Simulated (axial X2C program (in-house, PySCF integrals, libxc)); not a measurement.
# Outer orbitals of NbCl⁺ at 2.183 Å, BLYP

Computed with an in-house all-electron X2C program for linear molecules (integrals from PySCF). Spin-free means the one-electron spin-free X2C Hamiltonian; two-component (2c) means X2C with spin–orbit coupling and atomic mean-field two-electron Coulomb and Gaunt terms, so the difference of the two also holds small scalar two-electron terms. Basis: Nb dyall-cv3z [11s12p9d5f3g], Cl dyall-av3z [9s8p3d2f] (cores contracted in-house); Gaussian nuclei, density fitting, unrestricted open shells. Masses: Nb 92.906 u, Cl 34.969 u.

The distance is close to the 2c PBE0 minimum; the highest filled and lowest empty levels are listed.

Spin-free orbitals, state M_S = 3/2, Λ = 0 (beyond evenly filled blocks: σα, δ+α, δ-α) (Löwdin shares):

```tsv
symmetry	occupied	ε (eV)	atomic character
σβ	yes	-26.25	73% Cl s, 10% Nb d, 7% Nb p
σα	yes	-26.19	72% Cl s, 10% Nb d, 7% Nb p
σα	yes	-15.37	71% Cl p, 21% Nb d, 3% Cl s
σβ	yes	-15.20	75% Cl p, 16% Nb d, 3% Nb s
π+α	yes	-14.35	72% Cl p, 19% Nb d, 4% Nb f
π-α	yes	-14.35	72% Cl p, 19% Nb d, 4% Nb f
π-β	yes	-14.33	76% Cl p, 15% Nb d, 4% Nb f
π+β	yes	-14.33	76% Cl p, 15% Nb d, 4% Nb f
δ+α	yes	-10.84	99% Nb d
δ-α	yes	-10.84	99% Nb d
σα	yes	-10.79	48% Nb d, 35% Nb s, 13% Cl p
π-α	no	-10.20	76% Nb d, 12% Cl p, 4% Nb p
π+α	no	-10.20	76% Nb d, 12% Cl p, 4% Nb p
π-β	no	-9.40	80% Nb d, 9% Cl p, 4% Cl d
π+β	no	-9.40	80% Nb d, 9% Cl p, 4% Cl d
```

Spinors with spin–orbit coupling (state Ω = 3/2):

```json
{"ω": "-1/2", "occupied": "yes", "ε (eV)": "-26.25", "atomic character": "73% Cl s, 10% Nb d, 7% Nb p", "λ mixture": "100% σ"}
{"ω": "1/2", "occupied": "yes", "ε (eV)": "-26.19", "atomic character": "72% Cl s, 10% Nb d, 7% Nb p", "λ mixture": "100% σ"}
{"ω": "1/2", "occupied": "yes", "ε (eV)": "-15.37", "atomic character": "71% Cl p, 21% Nb d, 3% Cl s", "λ mixture": "100% σ"}
{"ω": "-1/2", "occupied": "yes", "ε (eV)": "-15.20", "atomic character": "75% Cl p, 16% Nb d, 3% Nb s", "λ mixture": "100% σ"}
{"ω": "-1/2", "occupied": "yes", "ε (eV)": "-14.39", "atomic character": "72% Cl p, 19% Nb d, 4% Nb f", "λ mixture": "100% π"}
{"ω": "1/2", "occupied": "yes", "ε (eV)": "-14.37", "atomic character": "76% Cl p, 15% Nb d, 4% Nb f", "λ mixture": "100% π"}
{"ω": "3/2", "occupied": "yes", "ε (eV)": "-14.31", "atomic character": "72% Cl p, 19% Nb d, 4% Nb f", "λ mixture": "100% π"}
{"ω": "-3/2", "occupied": "yes", "ε (eV)": "-14.29", "atomic character": "76% Cl p, 15% Nb d, 4% Nb f", "λ mixture": "100% π"}
{"ω": "-3/2", "occupied": "yes", "ε (eV)": "-10.90", "atomic character": "99% Nb d", "λ mixture": "100% δ"}
{"ω": "1/2", "occupied": "yes", "ε (eV)": "-10.79", "atomic character": "48% Nb d, 35% Nb s, 13% Cl p", "λ mixture": "100% σ"}
{"ω": "5/2", "occupied": "yes", "ε (eV)": "-10.77", "atomic character": "99% Nb d", "λ mixture": "100% δ"}
{"ω": "-1/2", "occupied": "no", "ε (eV)": "-10.24", "atomic character": "76% Nb d, 12% Cl p, 4% Nb p", "λ mixture": "100% π"}
{"ω": "3/2", "occupied": "no", "ε (eV)": "-10.17", "atomic character": "76% Nb d, 12% Cl p, 4% Cl d", "λ mixture": "100% π"}
{"ω": "1/2", "occupied": "no", "ε (eV)": "-9.43", "atomic character": "80% Nb d, 9% Cl p, 4% Cl d", "λ mixture": "100% π"}
{"ω": "-3/2", "occupied": "no", "ε (eV)": "-9.36", "atomic character": "80% Nb d, 9% Cl p, 5% Cl d", "λ mixture": "100% π"}
```

(1) How does the gap between the highest filled and lowest empty level change from the spin-free to the 2c table?

Mulliken charges and populations of the two-component result (they depend on the basis, above all on diffuse functions):

Nb 1.00 e (s 8.49 p 18.06 d 13.40 f 0.04 g 0.01), Cl 0.00 e (s 5.95 p 11.00 d 0.05 f 0.01). ⟨Lz⟩ = 0.00 ħ and ⟨Sz⟩ = 1.50 ħ (1.50 and 0.00 on the two atoms), which add up to Ω.

Occupations by symmetry block were frozen at the best pattern of an incomplete PBE0 search. Density functionals use the spin component along the axis (collinear). Other states lie close and PBE0, whose exact exchange favours high spin, may order them wrongly; the determinant shown need not be the ground state. The nearest other spin-free determinant of the search, M_S = 3/2, Λ = 1, lies 0.31 eV up at the distance of the search. With several unpaired electrons one determinant need not be a pure state. This is the top spin component of a Σ state; components of lower Ω are not single determinants and can lie lower.

Results:

(1) From 0.59 to 0.53 eV at BLYP, a change of -0.06 eV.
